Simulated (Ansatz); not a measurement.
Relaxation of ClH6OW (9 atoms, charge 0, multiplicity 2), to a largest force component of 0.03 eV/Å in at most 50 steps.

These are results of UKS r2SCAN-D4/def2-SVP (Ansatz), not measurements.

```xyz
9
Properties=species:S:1:pos:R:3
W -0.126 -0.259 -0.365
H 0.116 0.562 2.422
H 1.298 0.660 -0.370
H -0.084 1.075 0.697
H -1.688 0.417 -0.213
O -0.042 -2.016 0.216
H 0.225 -2.291 1.110
H 0.464 -0.135 -1.952
Cl 0.220 -0.511 3.217
```

Problem. Where does it end, and by what steps?

Solution. The run converged. After 33 steps the energy has fallen by 1.432 eV; H2 moved furthest, 2.01 Å. Parted: H2–Cl9 (1.34 → 2.79 Å). Joined: W1–H2 (2.92 → 1.99 Å), W1–Cl9 (3.61 → 2.33 Å), H2–H4 (1.81 → 0.81 Å).

| step | energy less start (eV) | largest force component (eV/Å) | accepted |
| --- | --- | --- | --- |
| 0 | 0.0000 | 0.780 | yes |
| 2 | -0.0448 | 0.247 | yes |
| 4 | -0.0485 | 0.128 | yes |
| 6 | -0.0536 | 0.042 | yes |
| 8 | -0.0569 | 0.064 | yes |
| 10 | -0.0616 | 0.186 | yes |
| 12 | -0.0672 | 0.200 | yes |
| 14 | -0.0768 | 0.452 | yes |
| 16 | -0.1075 | 0.835 | yes |
| 18 | -0.3099 | 1.078 | yes |
| 20 | -0.5613 | 0.514 | yes |
| 22 | -0.8842 | 0.869 | yes |
| 24 | -1.2626 | 1.045 | yes |
| 26 | -1.3584 | 0.959 | yes |
| 28 | -1.4112 | 0.407 | yes |
| 30 | -1.4291 | 0.160 | yes |
| 32 | -1.4317 | 0.033 | no |
| 33 | -1.4322 | 0.009 | yes |

```xyz
9
Properties=species:S:1:pos:R:3
W 0.151 -0.480 0.648
H -0.377 1.438 0.682
H 1.511 0.280 -0.018
H 0.424 1.492 0.799
H -1.428 0.051 0.386
O 0.527 -2.272 0.292
H -0.001 -2.999 -0.068
H -0.127 0.215 -0.883
Cl -0.299 -0.222 2.924
```

Whether the end is a true minimum wasn't checked by a vibrational analysis.

The run took 2.3 min on 4 threads of Arm Neoverse V1, on a shared host, peak memory 0.25 GiB.
